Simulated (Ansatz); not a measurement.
Relaxing a trial structure of F4HNbO

The starting geometry of this gas-phase singlet is a saddle point at PBE0-D4/def2-SVP, pushed by 0.25 Å along its imaginary mode.

```xyz
7

F    -0.8714   -0.5247    1.2171
F     2.0095    1.7073    1.5191
F     1.3635   -0.2616    0.0501
F     0.0154    1.0670    2.9725
Nb    0.3737    0.8641    1.1419
O    -0.5067    2.1138    0.1851
H    -0.7635    2.9388   -0.3026
```

Predict what it relaxes into with PBE0-D4/def2-SVP.

It keeps its bonds.

The energy falls by 0.05 eV over 22 steps:

| step | E − E(last) (eV) |
| --- | --- |
| 1 | 0.048 |
| 3 | 0.008 |
| 6 | 0.008 |
| 8 | 0.007 |
| 10 | 0.007 |
| 13 | 0.004 |
| 15 | 0.004 |
| 17 | 0.003 |
| 20 | 0.000 |
| 22 | 0.000 |

Final geometry (Å):

```xyz
7

F    -0.9993   -0.4808    1.1248
F     1.8084    1.9702    1.3251
F     1.4290   -0.3279    0.2201
F     0.1335    0.9300    2.9862
Nb    0.3318    0.8264    1.1538
O    -0.6198    2.0475    0.1528
H    -0.4631    2.9393   -0.1797
```

Frequencies at the end are all real (lowest 53 cm⁻¹). Atoms past krypton carry core potentials, without spin–orbit terms. Run with Ansatz 0.2.0, 57 s on 2 threads of Arm Neoverse V1, on a shared host.
